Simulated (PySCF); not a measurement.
Isomers of C8H8S, from PBE0-D3(BJ)/def2-SVP geometry optimisation, gas phase (PySCF 2.14.0). One conformer each, no zero-point energy, no frequencies.

Question: Which is lower in electronic energy at this level?
A. `[CH2:1]=[CH:2][S:3][c:4]1[cH:5][cH:6][cH:7][cH:8][cH:9]1` with C1–C2–S3–C4 0°, C2–S3–C4–C5 92°: A = 2811, B = 919.4, C = 914.0 MHz, dipole 1.52 D
B. `[CH2:1]=[CH:2][c:3]1[cH:4][cH:5][c:6]([SH:7])[cH:8][cH:9]1` with C1–C2–C3–C4 178°, C5–C6–S7–H 180°: A = 4972, B = 694.6, C = 609.5 MHz, dipole 0.91 D

Answer: B. That is `C=Cc1ccc(S)cc1`, 5.4 kcal/mol below the other.

```tsv
SMILES	mapped SMILES	E (Eh)	relative (kcal/mol)	relative (kJ/mol)	dipole (D)
C=Cc1ccc(S)cc1	[CH2:1]=[CH:2][c:3]1[cH:4][cH:5][c:6]([SH:7])[cH:8][cH:9]1	-706.99929	0.0	0.0	0.91
C=CSc1ccccc1	[CH2:1]=[CH:2][S:3][c:4]1[cH:5][cH:6][cH:7][cH:8][cH:9]1	-706.99071	5.4	22.5	1.52
```

As drawn, the lower has an S–H bond, which the higher lacks.
